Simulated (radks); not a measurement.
Q: The mean radii <r> (bohr) of the occupied orbitals of an atom or ion are listed with their occupations. Calculated with a radial shooting solver on a logarithmic mesh with Libxc functionals: non-relativistic Kohn-Sham, SCAN, spin-unpolarised, spherical densities, point nucleus; meta-GGA in the generalised Kohn-Sham scheme.

orbital  occ.      <r>
1s          2  0.02135
2s          2  0.09031
2p          6  0.07648
3s          2   0.2301
3p          6   0.2203
3d         10   0.1940
4s          2   0.5166
4p          6   0.5264
4d         10   0.5505
5s          2    1.272
5p          6    1.430
4f         14   0.6898
6s          2    3.518
7d          1    21.43

Name the element and its charge.

A: Z = 71, lutetium, charge 0: Lu in [Xe] 4f14 6s2 7d1. The 1s radius gives Z: for a bare nucleus <r> = 1.5/Z, 0.02113 bohr for Z = 71, and screening makes it slightly larger (0.02135 here). The occupations add up to 71, and the charge is Z minus that.
